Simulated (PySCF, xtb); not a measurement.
W(O)2(Me)2 (C2H6O2W), SMILES [CH3][W](=[O])(=[O])[CH3], multiplicity 1.

GFN2-xTB (xtb) at its own geometry gives an orbital gap of 3.19 eV and a dipole moment of 5.45 D.

Geometry optimised at B3LYP-D3(BJ)/def2-SVP. The multiplicity is an assumed one; no other spin state was optimised. The structure was generated by enumeration; whether it is a known compound was not checked. The def2 effective core potentials stand for the cores of W; spin–orbit coupling is left out.

**Question.** What does PBE0/def2-TZVP run with PySCF give? (An estimate is asked for; the answer gives what the named calculation found.)

**Answer.** gap 6.21 eV (levels -8.70 and -2.49 eV), dipole 3.88 D.
